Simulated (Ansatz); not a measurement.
System: AgF (charge 0, singlet). SMILES: [Ag][F]

Atoms: Ag1, F2. Bonds: Ag1-F2.

Bond lengths (Å) and angles (degrees) optimised at HF/STO-3G with Ansatz (an electronic-structure program); PBE/6-31G* with LANL2DZ past Ar with Ansatz; B3LYP/LANL2DZ with Ansatz; MP2/6-31G* with LANL2DZ past Ar with Ansatz, each started from the B3LYP-D3(BJ)/def2-TZVP structure (Ansatz) of the last column. A row stands for all coordinates that are equal there. 6-31G* holds six Cartesian d functions.

| coordinate | HF/STO-3G | PBE/6-31G* with LANL2DZ past Ar | B3LYP/LANL2DZ | MP2/6-31G* with LANL2DZ past Ar | B3LYP-D3(BJ)/def2-TZVP |
|---|---|---|---|---|---|
| Ag1-F2 | 1.633 | 1.983 | 2.028 | 2.002 | 1.997 |

Mean signed difference of all 1 bond lengths from B3LYP-D3(BJ)/def2-TZVP: HF/STO-3G -0.364 Å, PBE/6-31G* with LANL2DZ past Ar -0.014 Å, B3LYP/LANL2DZ 0.031 Å, MP2/6-31G* with LANL2DZ past Ar 0.006 Å.
